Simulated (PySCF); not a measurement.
**Fractional electron number in Cr (chromium, neutral)**

The 4s alpha orbital of [Ar] 3d5 4s1 is emptied in steps (occupation f), with all orbitals relaxed, ending at [Ar] 3d5. Computed with PySCF 2.14 in def2-SVP, with the non-relativistic Hamiltonian (point nucleus). The exact energy is a straight line in f; departures are measured from the line between the end points of the same method.

```
  f  BHandHLYP (eV)  wB97X (eV)  B3LYP (eV)
  1           0.000       0.000       0.000
0.9          -0.128      -0.018      -0.212
0.7          -0.299      -0.041      -0.496
0.5          -0.355      -0.046      -0.592
0.3          -0.298      -0.036      -0.497
0.1          -0.127      -0.014      -0.212
  0           0.000       0.000       0.000
```

Q: For BHandHLYP, how does the orbital energy at f = 1 compare with the removal energy?

A: −ε = 4.913 eV against a total-energy difference of 6.333 eV. By Janak's theorem ε = ∂E/∂f, so the gap between them reflects the curvature. Along the path −ε is 5.196 (f = 0.9), 5.765 (f = 0.7), 6.336 (f = 0.5), 6.905 (f = 0.3), 7.467 (f = 0.1) eV.

```json
{"method": "BHandHLYP", "E(f=0) − E(f=1) (eV)": "6.333", "−ε at f=1 (eV)": "4.913", "−ε at f=0.5 (eV)": "6.336"}
{"method": "wB97X", "E(f=0) − E(f=1) (eV)": "6.175", "−ε at f=1 (eV)": "5.967", "−ε at f=0.5 (eV)": "6.191"}
{"method": "B3LYP", "E(f=0) − E(f=1) (eV)": "6.755", "−ε at f=1 (eV)": "4.406", "−ε at f=0.5 (eV)": "6.752"}
```

Reference removal energy between the ground levels: 6.767 eV (measured; NIST Atomic Spectra Database, ionization energies).
